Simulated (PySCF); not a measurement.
Input for PySCF: R-M06-2X/6-31G* on CH2O (SMILES C=O).

```python
from pyscf import gto, scf, dft, mp
from pyscf.data.elements import chemcore

mol = gto.M(
    atom='''
    C     0.08629184    0.29096822    0.74281492
    O    -0.32809843   -0.83120190    0.60768730
    H     1.14558014    0.50676769    0.96734744
    H    -0.55627815    1.17827513    0.60106447
    ''',
    basis='6-31g*',
    cart=True,
    charge=0, spin=0, verbose=3, max_memory=1800)
mf = dft.RKS(mol, xc='m062x')
mf.conv_tol = 1e-8
mf.max_cycle = 100
mf.kernel()
if not mf.converged:
    mf = mf.newton().run(mf.mo_coeff, mf.mo_occ)
```

The log:

```
converged SCF energy = -114.445928915759
```

The run converged.

Cost: around 1.2 core-seconds (rough).
